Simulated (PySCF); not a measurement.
Relaxation of singlet BBr3

Computed with PBE0/[B def2-TZVP, Br def2-TZVP], no relativity, density fitting, PySCF. A (50,194) grid was used.

A hand-made trigonal planar start, of D3h symmetry, held to at least that symmetry:

Coordinates in bohr (charge 0 multiplicity 1):
```
B     0.0000    0.0000    0.0000
Br    3.7606    0.0000    0.0000
Br   -1.8803    3.2567    0.0000
Br   -1.8803   -3.2567    0.0000
```

Optimiser trace:
```json
{"step": "0", "E − E(last) (kJ/mol)": "25.67", "largest gradient (Eh/bohr)": "0.03447"}
{"step": "1", "E − E(last) (kJ/mol)": "3.66", "largest gradient (Eh/bohr)": "0.01426"}
{"step": "2", "E − E(last) (kJ/mol)": "0.20", "largest gradient (Eh/bohr)": "0.00358"}
{"step": "3", "E − E(last) (kJ/mol)": "0.00", "largest gradient (Eh/bohr)": "0.00028"}
{"step": "4", "E − E(last) (kJ/mol)": "0.00", "largest gradient (Eh/bohr)": "0.00001"}
```

It ends at D3h with B–Br 1.897 Å (×3); Br–B–Br 120.0° (×3). A frequency run shows a minimum. Other isomers or separated fragments may lie lower.

The relaxation took 28 s on 4 threads of a shared Arm Neoverse V1 host, with 175 basis functions and 5 gradients; the process peaked at 1.1 GiB. Launch command: `OMP_NUM_THREADS=4 python axn.py task.json out`.
